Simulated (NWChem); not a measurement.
System meant: CH$_{6}$InNO; SMILES [CH3][In]([NH2])[OH]

Input file for NWChem:

```
start job
memory heap 200 mb stack 900 mb global 1100 mb
geometry units angstroms noautoz
  In    -0.052630    -0.036006    -0.039215
  C      0.537441    -2.123219     0.026600
  H      0.209733    -2.625475    -0.903441
  H      0.059011    -2.614590     0.895091
  H      1.637207    -2.195485     0.118583
  O     -1.980225     0.614776     0.057599
  H     -2.596798    -0.140540     0.092764
  N      1.127976     1.642120     0.074798
  H      0.650293     2.500716    -0.224356
  H      2.036525     1.598921    -0.400525
end
basis spherical
  In library def2-svp
  C library def2-svp
  H library def2-svp
  O library def2-svp
  N library def2-svp
end
dft
  xc b3lyp
  iterations 150
  mulliken
end
task dft energy
```

End of the output:

```
             Grid Information
             ----------------
          Grid used for XC integration:  medium
          Radial quadrature: Mura-Knowles
          Angular quadrature: Lebedev.
          Tag              B.-S. Rad. Rad. Pts. Rad. Cut. Ang. Pts.
          ---              ---------- --------- --------- ---------
          In                  1.55      123           9.0       590
          C                   0.70       49          12.0       434
          H                   0.35       45          12.0       434
          O                   0.60       49          12.0       434
          N                   0.65       49          11.0       434
          Grid pruning is: on
          Number of quadrature shells:   540
          Spatial weights used:  Erf1

          Convergence Information
          -----------------------
          Convergence aids based upon iterative change in
          total energy or number of iterations.
          Levelshifting, if invoked, occurs when the
          HOMO/LUMO gap drops below (HL_TOL):  1.00D-02
          DIIS, if invoked, will attempt to extrapolate
          using up to (NFOCK): 10 stored Fock matrices.

                    Damping( 0%)  Levelshifting(0.5)       DIIS
                  --------------- ------------------- ---------------
          dE  on:    start            ASAP                start
          dE off:    2 iters        150 iters           150 iters

      Screening Tolerance Information
      -------------------------------
          Density screening/tol_rho:  1.00D-10
          AO Gaussian exp screening on grid/accAOfunc:  14
          CD Gaussian exp screening on grid/accCDfunc:  20
          XC Gaussian exp screening on grid/accXCfunc:  20
          Schwarz screening/accCoul:  1.00D-08

      Superposition of Atomic Density Guess
      -------------------------------------

      charge =      49.0 In (Indium)

      symmetry species            s     p     d     f
      number of basis functions =10     7     6
      number of cont. functions = 4     4     2
      number of closed shells   = 5     3     2
      number of open shells     = 0     1     0
      open shell occupation     = 0     1     0
 ------------------------------------------------------------------------
 atomscf:atomd: error in atom scf                   0
 ------------------------------------------------------------------------
 ------------------------------------------------------------------------
  current input line :
    27: task dft energy
 ------------------------------------------------------------------------
 ------------------------------------------------------------------------
 This error has not yet been assigned to a category
 ------------------------------------------------------------------------
 For more information see the NWChem manual at https://nwchemgit.github.io

0:atomscf:atomd: error in atom scf:Received an Error in Communication
```

Question: What is wrong, and how is it mended?

Answer: The run crashed. Cause: the def2 basis of a heavy element holds valence functions alone and wants its effective core potential (without it all electrons must fit into that basis). This input runs:
```
start job
memory heap 200 mb stack 900 mb global 1100 mb
geometry units angstroms noautoz
  In    -0.052630    -0.036006    -0.039215
  C      0.537441    -2.123219     0.026600
  H      0.209733    -2.625475    -0.903441
  H      0.059011    -2.614590     0.895091
  H      1.637207    -2.195485     0.118583
  O     -1.980225     0.614776     0.057599
  H     -2.596798    -0.140540     0.092764
  N      1.127976     1.642120     0.074798
  H      0.650293     2.500716    -0.224356
  H      2.036525     1.598921    -0.400525
end
basis spherical
  In library def2-svp
  C library def2-svp
  H library def2-svp
  O library def2-svp
  N library def2-svp
end
ecp
  In library def2-ecp
end
dft
  xc b3lyp
  iterations 150
  mulliken
end
task dft energy
```
It converges to -361.76661 Ha (B3LYP/def2-SVP with def2 effective core potentials on In).
